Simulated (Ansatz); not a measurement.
Z-matrix (Å, degrees):
```
C
Ga 1 1.986
H 1 1.093 2 112.3
H 1 1.093 2 111.9 3 122.5
H 1 1.094 2 109.5 3 -118.9
C 2 1.984 1 119.3 3 -161.9
S 2 2.661 1 98.1 3 -59.3
H 2 1.585 1 118.5 3 38.2
H 6 1.093 2 112.0 1 38.5
H 6 1.094 2 109.4 1 -80.2
H 6 1.092 2 112.1 1 160.9
H 7 1.344 2 97.6 1 -42.2
H 7 1.343 2 95.8 1 51.2
```

Charge 0, multiplicity 1.

List the PBE/def2-TZVPP orbital energies in eV (the Gaussian-basis code of Ansatz). (Best estimate.)

The calculation gave: Occupied: -10092.36, -2397.17, -1232.29, -1092.01, -1091.90, -1091.89, -267.95, -267.91, -210.12, -156.28, -156.19, -156.03, -142.06, -96.70, -96.40, -96.38, -19.65, -18.75, -18.63, -18.61, -18.54, -18.51, -16.28, -15.96, -12.00, -10.52, -9.61, -9.26, -9.21, -8.99, -8.92, -7.27, -6.16, -5.99. Lowest empty: -1.32, -0.86, -0.24, 0.64, 0.91, 2.01, 2.09, 2.47.
